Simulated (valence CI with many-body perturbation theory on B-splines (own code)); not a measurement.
E1 transitions of Hf XLI

Computed by configuration interaction combined with many-body perturbation theory (CI+MBPT): four valence electrons over a frozen Dirac-Fock core [Ar] 3d10, a basis of 11 s, 11 p, 10 d, 8 f, 5 g, 2 h functions for each j, with the one-electron correlation potential Σ1 (screened to all orders), the two-electron term Σ2, the three-electron term Σ3, Breit, model QED; selected single and double excitations, second order for the rest, scaled by the run's own slope (own B-spline code, finite nucleus).

No measured spectrum was set against this ion. As an estimate, large intervals hold to a few tenths of a per cent, small ones and those within an open d or f shell to about a per cent. Among the levels kept, up to 380 cm⁻¹ of a level comes from second order outside the variational space, and about a tenth of that is noise between levels of different J, which matters for small intervals.

Lines 101 to 150 of 557 in falling wavelength, among levels below 605.94 eV, chosen from the strongest by gf and those to the six lowest levels. Wavelengths and rates use the calculated energies. Electric multipoles are in the length gauge with retardation, E1 and E2 with the static RPA response of the core. Weak lines are less certain than strong ones. Lines between different terms over intervals too small for the method are left out, as are lines whose strength nearly cancels. Where a level lies close to another of its J and parity, the split of strength between their lines is uncertain. The highest levels of a list are the least certain.

Levels are named by their leading jj configuration (3d3/2^4 stands for four electrons in 3d with j = 3/2), which in mixed levels can hold well under half, so a name can repeat and another be missing. Letters in brackets count levels of one name in rising energy.

| λ vac (nm) | Upper | Lower | A (s⁻¹) | log gf | Branch % |
| --- | --- | --- | --- | --- | --- |
| 7.323 | (4s 4p1/2^2 4f7/2) J=4 | (4s 4p1/2^2 4d5/2) J=3 | 5.93e+10 | -0.37 | 61.5 |
| 7.320 | (4s 4p1/2 4p3/2 4f5/2) J=5 [a] | (4s^2 4p1/2 4f7/2) J=4 | 1.72e+10 | -0.82 | 3.6 |
| 7.318 | (4p1/2^2 4p3/2 4d5/2) J=1 | (4p1/2^2 4p3/2^2) J=0 | 2.06e+11 | -0.31 | 40.6 |
| 7.309 | (4s 4p1/2 4d3/2 4d5/2) J=4 [b] | (4s 4p1/2 4p3/2 4d3/2) J=4 | 6.56e+10 | -0.33 | 41.6 |
| 7.300 | (4s 4p1/2 4p3/2 4d5/2) J=0 | (4s 4p1/2 4p3/2^2) J=1 [b] | 2.59e+11 | -0.68 | 35.0 |
| 7.299 | (4s 4p1/2 4d3/2 4d5/2) J=3 [a] | (4s 4p1/2 4p3/2 4d3/2) J=2 [a] | 9.15e+10 | -0.29 | 41.2 |
| 7.289 | (4s 4p3/2^2 4d3/2) J=2 [d] | (4s^2 4p3/2 4d5/2) J=1 | 5.24e+10 | -0.68 | 7.4 |
| 7.288 | (4s 4p1/2^2 4f7/2) J=3 [b] | (4s 4p1/2^2 4d5/2) J=2 | 8.30e+10 | -0.33 | 22.1 |
| 7.280 | (4s 4p1/2 4p3/2 4f5/2) J=4 [a] | (4s 4p1/2 4p3/2 4d5/2) J=4 [a] | 2.16e+10 | -0.81 | 5.0 |
| 7.275 | (4s 4p1/2 4d5/2^2) J=3 | (4s 4p1/2 4p3/2 4d5/2) J=2 [b] | 7.93e+10 | -0.36 | 13.5 |
| 7.274 | (4s 4p1/2 4p3/2 4f5/2) J=3 [a] | (4s 4p1/2 4p3/2 4d3/2) J=2 [b] | 2.77e+10 | -0.81 | 5.2 |
| 7.272 | (4s 4p1/2 4d3/2 4d5/2) J=2 [a] | (4s 4p1/2 4p3/2 4d3/2) J=2 [a] | 4.13e+10 | -0.79 | 8.7 |
| 7.265 | (4s 4p1/2^2 4d5/2) J=3 | (4s 4p1/2^2 4p3/2) J=2 | 1.88e+11 | 0.02 | 89.2 |
| 7.263 | (4s 4p3/2^2 4d5/2) J=1 [b] | (4s 4p3/2^3) J=1 | 1.93e+11 | -0.34 | 14.4 |
| 7.261 | (4s 4p1/2 4d3/2 4d5/2) J=3 [c] | (4s 4p1/2 4p3/2 4d3/2) J=3 [c] | 3.13e+10 | -0.76 | 4.0 |
| 7.260 | (4s^2 4p1/2 4f7/2) J=4 | (4s^2 4p1/2 4d5/2) J=3 | 1.12e+11 | -0.10 | 93.2 |
| 7.255 | (4s 4p1/2 4d3/2 4d5/2) J=2 [c] | (4s 4p1/2 4p3/2 4d3/2) J=1 [b] | 8.52e+10 | -0.47 | 9.0 |
| 7.253 | (4s 4p1/2 4p3/2 4d5/2) J=2 [c] | (4s 4p1/2 4p3/2^2) J=2 [b] | 5.66e+10 | -0.65 | 8.8 |
| 7.250 | (4s 4p1/2 4d3/2 4d5/2) J=2 [a] | (4s 4p1/2 4p3/2 4d3/2) J=1 [a] | 9.57e+10 | -0.42 | 20.2 |
| 7.249 | (4s 4p1/2 4p3/2 4f7/2) J=2 [b] | (4s 4p1/2 4p3/2 4d5/2) J=2 [b] | 2.03e+11 | -0.10 | 32.4 |
| 7.235 | (4s^2 4p3/2 4f5/2) J=2 | (4s^2 4p3/2 4d3/2) J=1 | 5.65e+10 | -0.65 | 8.8 |
| 7.233 | (4s 4p1/2 4p3/2 4f7/2) J=2 [a] | (4s 4p1/2 4p3/2 4d5/2) J=2 [a] | 7.29e+10 | -0.54 | 14.9 |
| 7.219 | (4s 4p1/2 4p3/2 4f5/2) J=3 [c] | (4s 4p1/2 4p3/2 4d5/2) J=3 [a] | 6.19e+10 | -0.47 | 7.8 |
| 7.218 | (4s^2 4p3/2 4d5/2) J=1 | (4s^2 4p3/2^2) J=0 | 1.49e+11 | -0.46 | 35.9 |
| 7.216 | (4s 4p1/2 4d5/2^2) J=5 | (4s 4p1/2 4p3/2 4d5/2) J=5 | 1.36e+11 | 0.07 | 47.6 |
| 7.216 | (4s 4p1/2 4d3/2 4d5/2) J=3 [b] | (4s 4p1/2 4p3/2 4d3/2) J=4 | 7.08e+10 | -0.41 | 20.7 |
| 7.209 | (4s 4p3/2^2 4d5/2) J=4 [b] | (4s^2 4p3/2 4d5/2) J=3 | 2.42e+10 | -0.77 | 2.8 |
| 7.198 | (4p1/2 4p3/2^2 4d3/2) J=2 [b] | (4s 4p1/2 4p3/2 4d5/2) J=2 [a] | 1.38e+11 | -0.27 | 34.2 |
| 7.190 | (4s 4p1/2 4p3/2 4f7/2) J=4 [b] | (4s 4p1/2 4p3/2 4d5/2) J=5 | 5.41e+10 | -0.42 | 25.2 |
| 7.181 | (4s 4p1/2 4p3/2 4f5/2) J=4 [a] | (4s 4p1/2 4p3/2 4d3/2) J=3 [b] | 4.29e+10 | -0.53 | 9.9 |
| 7.176 | (4s 4p1/2 4p3/2 4f7/2) J=4 [a] | (4s 4p1/2 4p3/2 4d5/2) J=4 [a] | 9.36e+10 | -0.19 | 34.4 |
| 7.173 | (4s 4p1/2 4p3/2 4d5/2) J=1 [c] | (4s 4p1/2 4p3/2^2) J=1 [a] | 3.25e+11 | -0.12 | 53.5 |
| 7.173 | (4p1/2^2 4p3/2 4d5/2) J=1 | (4p1/2^2 4p3/2^2) J=2 | 9.55e+10 | -0.66 | 18.8 |
| 7.166 | (4s 4p1/2 4d5/2^2) J=2 | (4s 4p1/2 4p3/2 4d5/2) J=1 [a] | 1.44e+11 | -0.26 | 27.5 |
| 7.166 | (4s 4p1/2 4d5/2^2) J=3 | (4s 4p1/2 4p3/2 4d5/2) J=3 [a] | 9.67e+10 | -0.28 | 16.4 |
| 7.153 | (4p1/2^2 4p3/2 4d5/2) J=3 | (4p1/2^2 4p3/2^2) J=2 | 4.66e+11 | 0.40 | 73.2 |
| 7.152 | (4s 4p1/2 4p3/2 4f5/2) J=2 [a] | (4s 4p1/2 4p3/2 4d3/2) J=2 [b] | 7.20e+10 | -0.56 | 13.2 |
| 7.149 | (4s 4p1/2 4d3/2 4d5/2) J=2 [d] | (4s 4p1/2 4p3/2 4d3/2) J=1 [b] | 4.67e+10 | -0.75 | 4.0 |
| 7.147 | (4s 4p1/2 4p3/2 4d5/2) J=1 [b] | (4s 4p1/2 4p3/2^2) J=0 | 2.46e+11 | -0.25 | 60.4 |
| 7.143 | (4s 4p1/2 4p3/2 4f7/2) J=3 [b] | (4s^2 4p1/2 4f7/2) J=3 | 3.70e+10 | -0.70 | 8.0 |
| 7.142 | (4s 4p1/2 4p3/2 4f5/2) J=3 [b] | (4s 4p1/2 4p3/2 4d5/2) J=2 [a] | 5.23e+10 | -0.55 | 8.1 |
| 7.141 | (4s 4p1/2 4p3/2 4f7/2) J=2 [b] | (4s 4p1/2 4p3/2 4d5/2) J=3 [a] | 8.89e+10 | -0.47 | 14.1 |
| 7.133 | (4s^2 4d3/2 4d5/2) J=3 | (4s^2 4p3/2 4d3/2) J=3 | 1.41e+11 | -0.12 | 13.5 |
| 7.132 | (4s 4p1/2 4p3/2 4d5/2) J=2 [c] | (4s 4p1/2 4p3/2^2) J=1 [a] | 1.83e+11 | -0.16 | 28.5 |
| 7.126 | (4s 4p1/2 4p3/2 4f7/2) J=4 [c] | (4s 4p1/2 4p3/2 4d5/2) J=3 [a] | 1.87e+11 | 0.11 | 39.9 |
| 7.126 | (4s 4p1/2 4p3/2 4d5/2) J=3 [d] | (4s 4p1/2 4p3/2^2) J=2 [b] | 4.00e+11 | 0.33 | 41.9 |
| 7.126 | (4s 4p1/2 4p3/2 4f7/2) J=3 [b] | (4s 4p1/2 4p3/2 4d5/2) J=2 [a] | 4.70e+10 | -0.60 | 10.1 |
| 7.124 | (4s 4p1/2 4d3/2 4d5/2) J=2 [d] | (4s 4p1/2 4p3/2 4d3/2) J=2 [c] | 4.16e+10 | -0.80 | 3.6 |
| 7.120 | (4s 4p1/2 4p3/2 4d5/2) J=0 | (4s 4p1/2 4p3/2^2) J=1 [a] | 2.25e+11 | -0.77 | 30.5 |
| 7.117 | (4s 4p1/2 4p3/2 4f7/2) J=2 [a] | (4s 4p1/2 4p3/2 4d3/2) J=1 [c] | 5.16e+10 | -0.71 | 10.6 |
